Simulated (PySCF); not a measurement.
Atom-mapped SMILES (the numbers label the heavy atoms): `[SiH3:1][SiH2:2][CH:3]1[CH2:4][O:5][CH2:6]1` (H(Xn): hydrogen on atom n). Ha(C4), Ha(C6) are cis to Si2 on the ring; Hb(C4), Hb(C6) are trans to Si2 on the ring.

A single conformation, no relativistic terms, gas phase, fast rotation and ring inversion assumed for equivalent nuclei. Geometry: GFN2-xTB; shieldings: GIAO PBE0/pcSseg-1; PySCF 2.14.0 with density-fitted response routines.

Referencing at the same level of theory: ¹³C (186.93 ppm) and ¹H (31.72 ppm) and ²⁹Si (349.16 ppm) vs TMS; H2O for ¹⁷O (336.08 ppm).

| atoms | nucleus | count | Hirshfeld charge | δ (ppm) |
| --- | --- | --- | --- | --- |
| Ha(C4)/Ha(C6) | ¹H | 2 | 0.04 | ? |
| H(Si1) | ¹H | 3 | -0.07 | 3.56 |
| C4/C6 | ¹³C | 2 | 0.00 | 75.9 |
| O5 | ¹⁷O | 1 | -0.17 | ? |
| C3 | ¹³C | 1 | -0.12 | 17.8 |
| Hb(C4)/Hb(C6) | ¹H | 2 | 0.04 | 5.28 |
| H(C3) | ¹H | 1 | 0.04 | 2.54 |
| H(Si2) | ¹H | 2 | -0.08 | 3.94 |
| Si1 | ²⁹Si | 1 | 0.22 | ? |
| Si2 | ²⁹Si | 1 | 0.24 | -72.1 |

Fill in the missing shifts.

## Answers


- Ha(C4)/Ha(C6): 4.36 ppm, hydrogen on an sp3 CH2 bonded to O; its carbon carries O, an electronegative neighbour
- Si1: -125.6 ppm, silicon bonded to Si, 3 H
- O5: 13.9 ppm, ether oxygen

Shifts are as computed. Against solution values, carbons near 30 ppm lie about +3 ppm off and those near 130 ppm about +5 ppm. Of 1211 compounds with measured shifts, 218 miss one by over three times the rms of a fit or turn the order of signals round; such compounds aren't used in these exercises. Experimental scales use liquid or dissolved standards, which lie at an offset from isolated H2O (liquid H2O: subtract about 36 ppm).
